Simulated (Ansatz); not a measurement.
Coupled-cluster run, `ClC1(Cl)C[SiH2]1`.

```yaml
crystal:
  periodic: [false, false, false]
  atoms:
    - {symbol: Cl, position_ang: [0.161083, -1.910586, -1.369168]}
    - {symbol: C, position_ang: [0.520487, -0.685734, -0.160160]}
    - {symbol: Cl, position_ang: [2.084656, -0.923870, 0.606765]}
    - {symbol: C, position_ang: [0.220595, 0.752360, -0.585748]}
    - {symbol: Si, position_ang: [-0.863948, 0.121423, 0.786687]}
    - {symbol: H, position_ang: [1.002573, 1.470566, -0.361605]}
    - {symbol: H, position_ang: [-0.190661, 0.859438, -1.584235]}
    - {symbol: H, position_ang: [-2.248014, -0.286406, 0.479274]}
    - {symbol: H, position_ang: [-0.598372, 0.556510, 2.171089]}
basis:
  gaussian: {orbitals: def2-TZVPP}
correlation: {method: ccsd_t}
```

```sh
$ ansatz run in.yaml --threads 4 --pin off --events-out ev --progress --plain --max-ram 10444MiB
```

Output of Ansatz, abridged:

```
Functional definition: HF
1434 factors; integrals over basis functions are off by at most 9.1e-4 eV
mean field evaluation 1: about -34990.6788 eV, gradient 2.9e1 eV
mean field evaluation 2: about -34991.0394 eV, gradient 2.9e1 eV
mean field evaluation 4: about -34993.6962 eV, gradient 3.6e0 eV
mean field evaluation 8: about -34993.7623 eV, gradient 3.2e-1 eV
mean field -34993.76300407 eV, -1285.9970707753 hartree, gradient 6.2e-6 eV, S^2 0.000000; 0 other end points of the search recorded, 0 dependent functions left out
17 core orbitals not correlated: weight in the atoms' cores, before any rotation towards them, 1.000 or more for the frozen orbitals, at most 0.000 for the correlated occupied ones
reference -34993.76300407 eV, -1285.9970707753 hartree; 15, 15 occupied and 212, 212 virtual orbitals, 1434 factors
second order -22.73610338 eV of doubles, -0.00000000 eV of singles
cycle   1  -23.47513946 eV  change   -7.4e-1 eV  update   1.1e-1
cycle   2  -24.09356194 eV  change   -6.2e-1 eV  update   3.2e-2
cycle   3  -24.20619092 eV  change   -1.1e-1 eV  update   1.4e-2
cycle   4  -24.19779639 eV  change    8.4e-3 eV  update   4.0e-3
cycle   5  -24.19704216 eV  change    7.5e-4 eV  update   1.8e-3
cycle   6  -24.19694937 eV  change    9.3e-5 eV  update   6.1e-4
cycle   7  -24.19676996 eV  change    1.8e-4 eV  update   2.2e-4
cycle   8  -24.19679545 eV  change   -2.5e-5 eV  update   7.9e-5
cycle   9  -24.19681592 eV  change   -2.0e-5 eV  update   3.0e-5
perturbative correction -1.13205852 eV, -0.0416023834 hartree
Total energy: -35019.09187852 eV, -1286.9278897425 hartree
```

It took 110 s on 4 threads of an Arm Neoverse V1 on a shared host, with 4.5 GiB of host memory at the peak.

The correlation energy is -25.329 eV, 4.5 % of it from (T); the T1 diagnostic reads 0.0113.
